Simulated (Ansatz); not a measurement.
Geometry optimisation, UKS BLYP-D4/def2-SVP in Ansatz.

Input file:

```yaml
crystal:
  periodic: [false, false, false]
  atoms:
    - { symbol: Al, position_ang: [0.0, 0.0, 0.0] }
    - { symbol: Cl, position_ang: [0.0, 0.0, 2.48] }
    - { symbol: O, position_ang: [1.5415, 0.0, -0.89] }
    - { symbol: H, position_ang: [1.8414, -0.9519, -1.0449] }
    - { symbol: O, position_ang: [-1.5415, 0.0, -0.89] }
    - { symbol: H, position_ang: [-2.0512, -0.8467, -0.6815] }
    - { symbol: H, position_ang: [0.0, 0.0, 4.15] }
magnetization:
  spin_polarized: true
  initial_magnetization: 1
basis:
  gaussian: { orbitals: def2-SVP }
hamiltonian:
  xc: blyp
  dispersion: d4
relax:
  f_tol: 0.15
  max_steps: 25
  restrain:
    - { distance: [1, 6], at: 2.57, k: 30.0 }
    - { distance: [0, 1], at: 2.23, k: 30.0 }
```

Run as:

```bash
$ ansatz run input.yaml --threads 2 --pin off --max-ram 3072MiB --backend cpu --events-out ev --progress --plain --runs-dir out
```

Question: Where does it end, and by what steps?

Answer: The forces met the threshold. The restraints hold the end off the free minimum. After 8 steps the energy has fallen by 1.030 eV (the restraints' own energy left out); H4 moved furthest, 0.75 Å.

```tsv
step	energy less start (eV)	largest force component (eV/Å)	accepted
0	0.0000	1.308	yes
1	-0.3867	1.787	yes
2	-0.7008	0.582	yes
3	-0.7426	1.390	yes
4	-0.8680	1.080	yes
5	-0.9519	1.112	yes
6	-1.0083	1.186	yes
7	-1.0258	1.149	yes
8	-1.0300	1.152	yes
```

```xyz
7
Properties=species:S:1:pos:R:3
Al 0.027 -0.335 0.029
Cl -0.221 -0.276 2.208
O 1.626 -0.336 -0.565
H 1.828 -0.365 -1.515
O -1.319 -0.380 -1.023
H -2.240 -0.391 -0.712
H 0.089 0.284 4.701
```

Run time: 17 s on 2 threads of Arm Neoverse V2, on a shared host, peak memory 0.16 GiB.
